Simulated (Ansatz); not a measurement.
Cs₃Cl₃ was relaxed with PBE0-D4 (def2-SVP, def2-SVPD) in Ansatz in these states: charge -1 doublet, neutral singlet. The geometries follow in no particular order.

In the def2 sets Cs takes a core potential; there is no spin–orbit coupling.

A:

```csv
atom,x (Å),y (Å),z (Å)
Cs1,-1.1870,-3.0439,-0.9046
Cs2,2.0170,0.5251,-0.8846
Cs3,-1.3567,1.1683,1.3862
Cl4,0.5807,-1.6320,1.3014
Cl5,-1.2243,-0.0113,-1.7897
Cl6,1.1703,2.9938,0.8912
```

B:

```xyz
6

Cs   -0.554   -1.606   -3.057
Cs    1.697   -0.843    1.137
Cs   -1.420    1.647    0.395
Cl   -1.401   -1.698    0.182
Cl    1.133    0.925   -1.655
Cl    0.544    1.575    2.998
```

Judge from the bond lengths which geometry belongs to which state (an estimate).

A is the neutral singlet (Cs1–Cl5 3.159 Å, Cs1–Cl4 3.160 Å, Cs3–Cl6 3.156 Å); B is the charge -1 doublet (Cs1–Cl5 3.348 Å, Cs1–Cl4 3.349 Å, Cs3–Cl6 3.262 Å).

At PBE0-D4/def2-SVPD the highest occupied level of the relaxed charge -1 doublet lies above zero (up to 0.28 eV). By energy differences its removal costs 0.45 eV (each at its own geometry, to the charge 0 singlet, at PBE0-D4/def2-TZVPD). These are the stationary points nearest to one start from a short search; other shapes may lie lower in each state.
